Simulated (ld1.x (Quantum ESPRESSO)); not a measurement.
## calcium: TM pseudisation with PW91, scalar-relativistic reference atom.

ld1.x (Quantum ESPRESSO) 7.5 was run on this input:

```
&input
   title='Ca', zed=20., rel=1, dft='PW91', iswitch=3,
   config='[Ar] 3d0 4s2 4p0',
   nld=3, rlderiv=1.75, eminld=-5.0, emaxld=5.0, deld=0.02
 /
 &inputp
   pseudotype=2, tm=.true., lloc=2,
   nlcc=.false.,
   file_pseudopw='Ca.UPF', file_wfcaegen='ae.wfc', file_wfcncgen='nc.wfc', file_beta='beta', file_chi='chi'
 /
3
3S  1  0   2.00   0.00  1.60  1.60  0.0
3P  2  1   6.00   0.00  1.05  1.05  0.0
3D  3  2   0.00   0.00  1.50  1.50  0.0
 &test
   configts(1)='3s2 3p6 3d0 4s2 4p0'
 /
```

Command:

```bash
ld1.x < Ca.in > Ca.out
```

The program printed (shortened: banner, matrices, multipoles, cross overlaps and the repeated all-electron block are left out):

```
Program LD1 v.7.5
     --------------------------- All-electron run ----------------------------

     Ca
     scalar relativistic calculation

     atomic number is 20.00
     dft =PW91   lsd =0 sic =0 latt =0  beta=0.20 tr2=1.0E-14
     Exchange-correlation= PW91
                           (   1   4   2   2   0   0   0)
     mesh =1169 r(mesh) =  99.90979 a.u. xmin = -7.00 dx = 0.01250
     1 Ry =  13.60569312 eV, c = 137.03599908

     n l     nl                  e(Ry)          e(Ha)          e(eV)
     1 0     1S 1( 2.00)      -290.3680      -145.1840     -3950.6574
     2 0     2S 1( 2.00)       -30.4660       -15.2330      -414.5104
     2 1     2P 1( 6.00)       -24.6234       -12.3117      -335.0189
     3 0     3S 1( 2.00)        -3.4635        -1.7317       -47.1233
     3 1     3P 1( 6.00)        -2.0627        -1.0313       -28.0644
     3 2     3D 1( 0.00)        -0.1471        -0.0735        -2.0012
     4 0     4S 1( 2.00)        -0.2791        -0.1395        -3.7970
     4 1     4P 1( 0.00)        -0.1053        -0.0526        -1.4326

     final scf error:  3.7E-15 reached in  28 iterations

     Etot =   -1361.101329 Ry,    -680.550665 Ha,  -18518.726996 eV

     Ekin =    1370.307953 Ry,     685.153977 Ha,   18643.989495 eV
     Encl =   -3232.094224 Ry,   -1616.047112 Ha,  -43974.882159 eV
     Eh   =     573.110055 Ry,     286.555028 Ha,    7797.559541 eV
     Exc  =     -72.425114 Ry,     -36.212557 Ha,    -985.393873 eV

     normalization and overlap integrals

     s(1S/1S) =  1.000000  <r> =   0.0768  <r2> =    0.0079  r(max) =   0.0500
     s(2S/2S) =  1.000000  <r> =   0.3644  <r2> =    0.1573  r(max) =   0.2987
     s(2P/2P) =  1.000000  <r> =   0.3278  <r2> =    0.1330  r(max) =   0.2477
     s(3S/3S) =  1.000000  <r> =   1.1558  <r2> =    1.5424  r(max) =   0.9918
     s(3P/3P) =  1.000000  <r> =   1.2706  <r2> =    1.9064  r(max) =   1.0427
     s(3D/3D) =  1.000000  <r> =   2.3627  <r2> =    7.8882  r(max) =   1.2735
     s(4S/4S) =  1.000000  <r> =   4.0149  <r2> =   18.5242  r(max) =   3.3763
     s(4P/4P) =  1.000000  <r> =   5.4447  <r2> =   34.5428  r(max) =   4.3897

     ------------------------ End of All-electron run ------------------------

     --------------------- Generating NC pseudopotential ---------------------

      Generating local pot.: lloc=2, matching radius rcloc =   1.5000

      Wfc   3S  rcut= 1.615  Using Troullier-Martins method

      Wfc   3P  rcut= 1.056  Using Troullier-Martins method

     ------------------- End of pseudopotential generation -------------------

     Computing logarithmic derivative in   1.75161
     Message from routine run_pseudo:
     Warning: convergence not achieved
     Computing logarithmic derivative in   1.75161
     Computing the partial wave expansion
     R is outside the sphere for l=    0 j= 0.00
     R is outside the sphere for l=    1 j= 0.00
       no projector for channel:   2

     ---------------------- Testing the pseudopotential ----------------------

     Ca
     scalar relativistic calculation

     atomic number is 20.00   valence charge is 10.00
     dft =PW91   lsd =0 sic =0 latt =0  beta=0.20 tr2=1.0E-14
     mesh =1169 r(mesh) =  99.90979 xmin = -7.00 dx = 0.01250

     n l     nl             e AE (Ry)        e PS (Ry)    De AE-PS (Ry)
     1 0     3S   1( 2.00)       -3.46350       -3.46350        0.00000
     2 1     3P   1( 6.00)       -2.06270       -2.06272        0.00002
     3 2     3D   1( 0.00)       -0.14708       -0.14708       -0.00001
     2 0     4S   1( 2.00)       -0.27907       -0.29454        0.01547  !
     3 1     4P   1( 0.00)       -0.10529       -0.10507       -0.00022

     eps = 1.8E-12  iter =201

     Etot =   -1361.101329 Ry,    -680.550665 Ha,  -18518.726996 eV
     Etotps =   -74.184296 Ry,     -37.092148 Ha,   -1009.328762 eV

     Ekin =      25.438722 Ry,      12.719361 Ha,     346.111445 eV
     Encl =    -167.288315 Ry,     -83.644157 Ha,   -2276.073471 eV
     Ehrt =      57.252238 Ry,      28.626119 Ha,     778.956382 eV
     Ecxc =      -9.972427 Ry,      -4.986213 Ha,    -135.681778 eV
     Epseu=      20.385485 Ry,      10.192743 Ha,     277.358660 eV

     ---------------------- End of pseudopotential test ----------------------
```

Generation and configuration tests took about 2.9 s on one core of a shared server CPU.

Transferability test of the new file with ld1.x, input:

```
&input
   title='Ca', zed=20., rel=1, dft='PW91', iswitch=2,
   config='[Ar] 3d0 4s2 4p0'
 /
 &test
   file_pseudo='Ca.UPF', nconf=8,
   configts(1)='3s2 3p6 3d0 4s2 4p0',
   configts(2)='3s2 3p6 3d0 4s1 4p0',
   configts(3)='3s2 3p6 3d0 4s0 4p0',
   configts(4)='3s2 3p6 3d0 4s1.5 4p0',
   configts(5)='3s2 3p6 3d1 4s0 4p0',
   configts(6)='3s2 3p6 3d0 4s0 4p1',
   configts(7)='3s2 3p6 3d1 4s1 4p0',
   configts(8)='3s2 3p6 3d0 4s0 4p2'
 /
```

```bash
ld1.x < Ca.test.in > Ca.test.out
```

Pseudopotential blocks of its output, shortened (energy terms left out; the distinct warnings before each block abridged to one line each):

```
     Warning: convergence not achieved
     ---------------------- Testing the pseudopotential ----------------------

     n l     nl             e AE (Ry)        e PS (Ry)    De AE-PS (Ry)
     1 0     3S   1( 2.00)       -3.46350       -3.46350        0.00000
     2 1     3P   1( 6.00)       -2.06270       -2.06272        0.00002
     3 2     3D   1( 0.00)       -0.14708       -0.14708       -0.00001
     2 0     4S   1( 2.00)       -0.27907       -0.29454        0.01547  !
     3 1     4P   1( 0.00)       -0.10529       -0.10507       -0.00022

     eps = 1.8E-13  iter =201

     Etot =   -1361.101329 Ry,    -680.550665 Ha,  -18518.726996 eV
     Etotps =   -74.184296 Ry,     -37.092148 Ha,   -1009.328762 eV

     ---------------------- End of pseudopotential test ----------------------

          Warning: convergence not achieved
     ---------------------- Testing the pseudopotential ----------------------

     n l     nl             e AE (Ry)        e PS (Ry)    De AE-PS (Ry)
     1 0     3S   1( 2.00)       -3.97213       -3.99115        0.01902  !
     2 1     3P   1( 6.00)       -2.56920       -2.58740        0.01819  !
     3 2     3D   1( 0.00)       -0.61748       -0.63153        0.01405  !
     2 0     4S   1( 1.00)       -0.66043       -0.69041        0.02998  !
     3 1     4P   1( 0.00)       -0.43802       -0.44183        0.00381

     eps = 1.0E-12  iter =201

     Etot =   -1360.635325 Ry,    -680.317662 Ha,  -18512.386680 eV
     Etotps =   -73.696153 Ry,     -36.848077 Ha,   -1002.687249 eV
     dEtot_ae =       0.466005 Ry
     dEtot_ps =       0.488142 Ry,   Delta E=      -0.022138 Ry

     ---------------------- End of pseudopotential test ----------------------

          Warning: convergence not achieved
     ---------------------- Testing the pseudopotential ----------------------

     n l     nl             e AE (Ry)        e PS (Ry)    De AE-PS (Ry)
     1 0     3S   1( 2.00)       -4.57856       -4.63410        0.05554  !
     2 1     3P   1( 6.00)       -3.17083       -3.22406        0.05323  !
     3 2     3D   1( 0.00)       -1.17930       -1.22219        0.04289  !
     2 0     4S   1( 0.00)       -1.08240       -1.14243        0.06003  !
     3 1     4P   1( 0.00)       -0.79135       -0.80779        0.01644  !

     eps = 3.4E-13  iter =201

     Etot =   -1359.763550 Ry,    -679.881775 Ha,  -18500.525577 eV
     Etotps =   -72.781631 Ry,     -36.390815 Ha,    -990.244534 eV
     dEtot_ae =       1.337780 Ry
     dEtot_ps =       1.402665 Ry,   Delta E=      -0.064885 Ry

     ---------------------- End of pseudopotential test ----------------------

          Warning: convergence not achieved
     ---------------------- Testing the pseudopotential ----------------------

     n l     nl             e AE (Ry)        e PS (Ry)    De AE-PS (Ry)
     1 0     3S   1( 2.00)       -3.70432       -3.71251        0.00819  !
     2 1     3P   1( 6.00)       -2.30270       -2.31059        0.00789  !
     3 2     3D   1( 0.00)       -0.36995       -0.37595        0.00600  !
     2 0     4S   1( 1.50)       -0.46417       -0.48600        0.02183  !
     3 1     4P   1( 0.00)       -0.26535       -0.26673        0.00138

     eps = 9.8E-13  iter =201

     Etot =   -1360.916111 Ry,    -680.458055 Ha,  -18516.206969 eV
     Etotps =   -73.989795 Ry,     -36.994898 Ha,   -1006.682448 eV
     dEtot_ae =       0.185219 Ry
     dEtot_ps =       0.194500 Ry,   Delta E=      -0.009282 Ry

     ---------------------- End of pseudopotential test ----------------------

          Warning: convergence not achieved
     ---------------------- Testing the pseudopotential ----------------------

     n l     nl             e AE (Ry)        e PS (Ry)    De AE-PS (Ry)
     1 0     3S   1( 2.00)       -3.68215       -3.71961        0.03746  !
     2 1     3P   1( 6.00)       -2.29508       -2.33154        0.03646  !
     3 2     3D   1( 1.00)       -0.41972       -0.44446        0.02474  !
     2 0     4S   1( 0.00)       -0.56224       -0.59073        0.02849  !
     3 1     4P   1( 0.00)       -0.36587       -0.37567        0.00980  !

     eps = 8.0E-13  iter =201

     Etot =   -1360.537900 Ry,    -680.268950 Ha,  -18511.061154 eV
     Etotps =   -73.590785 Ry,     -36.795392 Ha,   -1001.253633 eV
     dEtot_ae =       0.563429 Ry
     dEtot_ps =       0.593511 Ry,   Delta E=      -0.030082 Ry

     ---------------------- End of pseudopotential test ----------------------

          Warning: convergence not achieved
     ---------------------- Testing the pseudopotential ----------------------

     n l     nl             e AE (Ry)        e PS (Ry)    De AE-PS (Ry)
     1 0     3S   1( 2.00)       -4.06480       -4.11552        0.05072  !
     2 1     3P   1( 6.00)       -2.65994       -2.70870        0.04875  !
     3 2     3D   1( 0.00)       -0.69269       -0.72982        0.03713  !
     2 0     4S   1( 0.00)       -0.70496       -0.74718        0.04222  !
     3 1     4P   1( 1.00)       -0.48081       -0.49397        0.01316  !

     eps = 4.5E-12  iter =201

     Etot =   -1360.411758 Ry,    -680.205879 Ha,  -18509.344903 eV
     Etotps =   -73.444825 Ry,     -36.722412 Ha,    -999.267747 eV
     dEtot_ae =       0.689571 Ry
     dEtot_ps =       0.739471 Ry,   Delta E=      -0.049900 Ry

     ---------------------- End of pseudopotential test ----------------------

          Warning: convergence not achieved
     ---------------------- Testing the pseudopotential ----------------------

     n l     nl             e AE (Ry)        e PS (Ry)    De AE-PS (Ry)
     1 0     3S   1( 2.00)       -3.29474       -3.30790        0.01316  !
     2 1     3P   1( 6.00)       -1.90499       -1.91757        0.01258  !
     3 2     3D   1( 1.00)       -0.05871       -0.06434        0.00563  !
     2 0     4S   1( 1.00)       -0.24542       -0.25891        0.01349  !
     3 1     4P   1( 0.00)       -0.09207       -0.09319        0.00112

     eps = 2.7E-12  iter =201

     Etot =   -1360.934869 Ry,    -680.467435 Ha,  -18516.462189 eV
     Etotps =   -74.007743 Ry,     -37.003871 Ha,   -1006.926638 eV
     dEtot_ae =       0.166460 Ry
     dEtot_ps =       0.176553 Ry,   Delta E=      -0.010093 Ry

     ---------------------- End of pseudopotential test ----------------------

          Warning: convergence not achieved
     ---------------------- Testing the pseudopotential ----------------------

     n l     nl             e AE (Ry)        e PS (Ry)    De AE-PS (Ry)
     1 0     3S   1( 2.00)       -3.65719       -3.70069        0.04351  !
     2 1     3P   1( 6.00)       -2.25331       -2.29503        0.04172  !
     3 2     3D   1( 0.00)       -0.30061       -0.33013        0.02952  !
     2 0     4S   1( 0.00)       -0.36650       -0.39792        0.03142  !
     3 1     4P   1( 2.00)       -0.17667       -0.18491        0.00824  !

     eps = 3.1E-12  iter =201

     Etot =   -1360.736605 Ry,    -680.368302 Ha,  -18513.764662 eV
     Etotps =   -73.780558 Ry,     -36.890279 Ha,   -1003.835634 eV
     dEtot_ae =       0.364725 Ry
     dEtot_ps =       0.403737 Ry,   Delta E=      -0.039013 Ry

     ---------------------- End of pseudopotential test ----------------------
```
